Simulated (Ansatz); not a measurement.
Two structures, one formula

The two ends of one reaction step of AlSiN₂H₉, singlet (PBE0-D4/def2-TZVP).

A:

```
13
angstrom
Al -0.2415 -0.6974 -0.0142
Si 1.7539 0.3617 0.9202
N -1.3448 -1.6243 1.0141
N -0.5979 -0.5096 -1.7397
H -0.6287 3.0302 -0.6775
H -0.7864 2.3760 -1.0038
H 2.5813 1.0053 -0.1413
H 1.4057 1.4273 1.9048
H 2.6359 -0.6075 1.6337
H -2.1874 -2.0885 0.7163
H -1.2088 -1.7596 2.0024
H 0.0080 -0.0247 -2.3814
H -1.3894 -0.8887 -2.2337
```

B:

| atom | x (Å) | y (Å) | z (Å) |
| --- | --- | --- | --- |
| Al1 | -1.2794 | 0.1760 | -0.5957 |
| Si2 | 1.7281 | 0.6380 | 0.9534 |
| N3 | -1.2118 | -0.7327 | 0.9307 |
| N4 | -0.7106 | -0.5907 | -2.0864 |
| H5 | 0.8119 | 1.3280 | -0.0019 |
| H6 | -1.9399 | 1.6105 | -0.6342 |
| H7 | 3.0516 | 1.3116 | 0.8476 |
| H8 | 1.2188 | 0.7813 | 2.3367 |
| H9 | 1.8808 | -0.7850 | 0.5715 |
| H10 | -0.9125 | -1.6882 | 1.0357 |
| H11 | -1.6064 | -0.3994 | 1.7949 |
| H12 | -0.7325 | -0.1439 | -2.9880 |
| H13 | -0.2980 | -1.5053 | -2.1643 |

Ansatz 0.2.0; basis: def2-TZVPP; cores frozen in the correlated methods. B3LYP uses VWN-RPA correlation.

Problem. Which structure is lower at CCSD(T), and by how much? (An estimate is asked for; the value comes from the calculation.)

Solution. By the calculation: B, by 19.6 kJ/mol (electronic energy, against the other). By their contacts, A is a complex of AlSiN₂H₇ ([NH2][Al]([NH2])[SiH3]) + H₂ and B is a complex of AlN₂H₅ ([NH2][AlH][NH2]) + SiH₄.

All methods give the same order:

```tsv
method	E(B) − E(A) (kJ/mol)
SPW92	-18.6
PBE-D4	-7.9
BLYP-D4	-17.4
r2SCAN-D4	-16.3
B97M-V	-30.1
PBE0-D4	-13.7
B3LYP-D4	-21.7
r2SCAN0-D4	-20.2
BHLYP-D4	-29.2
CAM-B3LYP-D4	-27.1
wB97X-V	-22.6
wB97M-V	-28.8
B2PLYP	-20.6
PBE-QIDH	-18.7
RPA on PBE	-20.2
HF	-35.3
MP2	-21.3
CCSD	-22.6
CCSD(T)	-19.6
```

No T1 diagnostic of these runs exceeds 0.012.

Labels in which every atom is bracketed show which atoms are joined, not bond orders.

For scale, one of the runs: CCSD(T)/def2-TZVPP, 272 basis functions (an equivalent command: `ansatz run in.yaml --threads 4`). Time: 100 s of wall clock on 4 CPU threads; the host was shared. Peak host memory: 6.8 GiB.
